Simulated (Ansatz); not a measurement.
CH9B3OSiZn, relaxed with RKS PBE0-D4/def2-TZVP in the Gaussian-basis code of Ansatz from a GFN2-xTB geometry. The force threshold is 0.005 eV/Å; the program also tests the step.

Total charge 0; spin multiplicity 1. The bonds changed during the relaxation, so this is another structure than the one it started from.

Start:

```xyz
16

B    -0.725   -2.669   -0.922
B    -0.920   -1.398   -1.816
Zn   -2.160   -0.066   -0.798
C    -1.674    1.422    0.521
O    -0.365    0.826    0.277
Si    1.012    1.326    1.012
B     2.447    0.219    0.302
H    -1.383   -3.643   -1.009
H     0.048   -2.705   -0.032
H    -0.498   -0.971   -2.821
H    -1.885    1.352    1.590
H    -1.617    2.482    0.263
H     0.766    1.257    2.474
H     1.127    2.785    0.769
H     3.524    0.354    0.736
H     2.302   -0.572   -0.546
```

(1) How much energy does the relaxation release, and in how many steps? (Estimate.)

(2) Which bonds change most? (Estimate.)

(3) Give the relaxed structure. (An estimate is asked.)

## Answers

(1) The calculation gave: 18.93 kcal/mol, in 99 steps, 15 of them rejected.

(2) Ansatz gave: B1–Zn3 from 2.976 to 2.231 Å; B2–Zn3 from 2.086 to 2.297 Å; Zn3–C4 from 2.046 to 1.978 Å; Si6–B7 from 1.947 to 2.000 Å.

(3) Ansatz gave: 
```xyz
16

B    -2.670   -2.566   -1.669
B    -1.351   -2.506   -2.439
Zn   -1.368   -1.072   -0.643
C    -0.781    0.280    0.675
O     0.590    0.578    0.386
Si    1.405    1.674    1.312
B     3.296    1.899    0.697
H    -3.565   -1.795   -1.919
H    -2.795   -3.294   -0.713
H    -0.352   -2.503   -3.075
H    -0.881   -0.095    1.703
H    -1.390    1.191    0.613
H     1.388    1.240    2.746
H     0.702    2.997    1.272
H     4.006    2.664    1.283
H     3.764    1.310   -0.231
```
